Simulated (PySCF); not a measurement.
## Spin states of RuCl

Unrestricted PBE0; Ru def2-TZVPP with ECP28, Cl def2-TZVPP; scalar-relativistic core potentials (PySCF 2.14). Outer shells of the fragments: Ru 4d7 5s1; Cl 3s2 3p5.

Followed along the bond (rough minima from three points):

```tsv
2Ms+1	unpaired	⟨S²⟩ at the start	R at minimum (Å)	Te (eV)
4	π ↑↑, δ ↑	3.76	2.22	0.00
4	σ ↑, π ↑, δ ↑	3.76	2.24	0.08
4	σ ↑, π ↑↑	3.76	2.22	0.53
6	σ ↑↑, π ↑↑, δ ↑	8.75	2.28	0.54
4	π ↑, δ ↑↑	3.77	2.22	0.70
2	π ↑↑, δ ↓	1.77	2.21	0.90
```

Solutions found at the starting distance of 2.165 Å, counted from the lowest of them; the search is not exhaustive and high or unbound solutions are not listed, so other states can lie among these:

```csv
2Ms+1,unpaired,term,E (eV),⟨S²⟩,⟨Lz²⟩,μ (D)
4,"π ↑↑, δ ↑",⁴Δ,0.00,3.76,4.01,-4.38
4,"σ ↑, π ↑, δ ↑",mixed,0.10,3.76,5.01,-4.33
4,"σ ↑, π ↑↑",⁴Σ⁻,0.53,3.76,0.00,-4.34
6,"σ ↑↑, π ↑↑, δ ↑",⁶Δ,0.61,8.75,4.01,-0.65
4,"π ↑, δ ↑↑",mixed,0.70,3.77,1.52,-4.13
2,"π ↑↑, δ ↓",mixed,0.89,1.77,4.01,-4.23
2,"σ ↓, π ↑↑",mixed,0.95,1.76,0.00,-4.16
2,"σ ↑, π ↑, δ ↓",mixed,1.10,1.71,5.10,-4.25
6,"σ ↑↑, π ↑, δ ↑↑",⁶Π,1.23,8.76,1.01,-1.19
2,δ ↑,²Δ,1.34,0.75,4.01,-4.31
6,"σ ↑, π ↑↑, δ ↑↑",⁶Σ⁺,1.41,8.76,0.00,-0.92
2,"π ↑, δ ↑↓",mixed,1.43,1.76,8.02,-4.06
2,π ↑,²Π,1.92,0.78,1.05,-3.94
4,"σ ↓, π ↑↑, δ ↑↑",mixed,2.12,4.76,0.00,-0.31
```

A term symbol is given only where ⟨S²⟩ and ⟨Lz²⟩ are close to those of a pure state; real π, δ and φ orbitals otherwise mix terms. A positive dipole means Ru(−)Cl(+).

Spin–orbit coupling is left out. The state is the lowest single determinant that the PBE0 search found; with open d or f shells the true ground state can be another one.
